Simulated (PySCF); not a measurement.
Si(H)2(Cl)(Me) (CH5ClSi), SMILES C[SiH2]Cl. Atoms are numbered in the order given.

```xyz
8

Si    -0.6259    -0.4472     0.0000
C      0.6791    -1.7750     0.0000
Cl     0.2825     1.4180     0.0000
H     -1.4747    -0.5213    -1.2077
H     -1.4747    -0.5213     1.2077
H      1.3127    -1.6957     0.8846
H      0.2104    -2.7622     0.0000
H      1.3127    -1.6957    -0.8846
```

Geometry: B3LYP-D3(BJ)/def2-TZVP.

Computed with PySCF with TDA-CAM-B3LYP/def2-SVPD.

Vertical excitations. The molecule is in vacuum. State labels are in the subgroup Cs.

| state | symmetry | energy (eV) | λ (nm) | f | main pairs |
|---|---|---|---|---|---|
| S1 | A" | 7.71 | 161 | 0.016 | HOMO−1→LUMO+1 63 %, HOMO−1→LUMO 32 % |
| S2 | A' | 7.76 | 160 | 0.017 | HOMO→LUMO+1 58 %, HOMO→LUMO 36 % |
| S3 | A" | 8.32 | 149 | 0.006 | HOMO−1→LUMO 57 %, HOMO−1→LUMO+1 32 % |
| S4 | A' | 8.34 | 149 | 0.068 | HOMO→LUMO 54 %, HOMO→LUMO+1 38 % |
| S5 | A" | 8.81 | 141 | 0.007 | HOMO−1→LUMO+2 84 % |
| S6 | A' | 9.00 | 138 | 0.069 | HOMO→LUMO+2 88 % |
| S7 | A' | 9.12 | 136 | 0.040 | HOMO−2→LUMO+1 34 %, HOMO→LUMO+3 31 %, HOMO−2→LUMO 28 % |
| S8 | A" | 9.22 | 134 | 0.013 | HOMO−3→LUMO+1 27 %, HOMO−3→LUMO 23 %, HOMO−1→LUMO+3 22 %, HOMO→LUMO+6 14 % |
| S9 | A" | 9.47 | 131 | 0.019 | HOMO→LUMO+6 37 %, HOMO→LUMO+4 31 %, HOMO−3→LUMO 14 % |
| S10 | A' | 9.59 | 129 | 0.091 | HOMO−1→LUMO+4 39 %, HOMO−2→LUMO+1 25 %, HOMO−1→LUMO+6 15 %, HOMO−2→LUMO 8 % |
| T1 | A" | 7.26 | 171 | 0 | HOMO−1→LUMO+1 53 %, HOMO−1→LUMO 38 % |
| T2 | A' | 7.35 | 169 | 0 | HOMO→LUMO+1 56 %, HOMO→LUMO 35 % |
| T3 | A" | 7.98 | 155 | 0 | HOMO−1→LUMO 37 %, HOMO−1→LUMO+1 34 %, HOMO−1→LUMO+3 14 % |
| T4 | A' | 8.01 | 155 | 0 | HOMO→LUMO 48 %, HOMO→LUMO+1 33 % |
Triplets are in the Tamm–Dancoff approximation.
